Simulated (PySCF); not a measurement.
C2H7Sb, SMILES C[CH2][SbH2]. The structure is a stationary point at B3LYP-D3(BJ)/def2-SVP. The def2 effective core potentials stand for the cores of Sb; spin–orbit coupling is left out.

Computed equilibrium geometry at B3LYP-D3(BJ)/def2-SVP (PySCF confirms it by a frequency run) as bond lengths and angles, and its point group:
point group Cs.
Atoms: Sb1 H2 H3 C4 C5 H6 H7 H8 H9 H10. Bonds (Å): Sb1–H2 1.727, Sb1–H3 1.727, Sb1–C4 2.208, C4–C5 1.524, C4–H6 1.102, C4–H7 1.102, C5–H8 1.102, C5–H9 1.102, C5–H10 1.105. Bond angles (°): H2–Sb1–H3 90.9, H2–Sb1–C4 93.1, H3–Sb1–C4 93.1, Sb1–C4–C5 115.6, Sb1–C4–H6 105.4, Sb1–C4–H7 105.4, C5–C4–H6 111.6, C5–C4–H7 111.6, H6–C4–H7 106.7, C4–C5–H8 111.5, C4–C5–H9 111.5, C4–C5–H10 111.2, H8–C5–H9 107.3, H8–C5–H10 107.5, H9–C5–H10 107.5.
